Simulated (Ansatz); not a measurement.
```yaml
crystal:
  periodic: [false, false, false]
  atoms:
    - {symbol: C, position_ang: [-0.327461, -1.839520, -0.638759]}
    - {symbol: C, position_ang: [-0.122713, -0.715474, -0.253383]}
    - {symbol: Si, position_ang: [0.207811, 0.960740, 0.364021]}
    - {symbol: F, position_ang: [-0.411777, 2.024184, -0.651169]}
    - {symbol: H, position_ang: [-0.510663, -2.832014, -0.983144]}
    - {symbol: H, position_ang: [-0.440934, 1.145990, 1.679525]}
    - {symbol: H, position_ang: [1.666836, 1.187993, 0.437111]}
basis:
  gaussian: {orbitals: def2-TZVP}
hamiltonian: {xc: {name: HF}}
correlation: {method: mp2, frozen_orbitals: {C: 0}}
accuracy: high
output: {forces: true}
```

```sh
$ ansatz run in.yaml --threads 2 --pin off --events-out ev --progress --plain --max-ram 32768MiB --backend cpu
```

Output, abridged:

```
Functional definition: HF
Error: "frozen_orbitals" has no count for Si
```

In this input frozen orbitals are typed for one element alone, and the program wants a count for each. The input was rejected before any iteration.
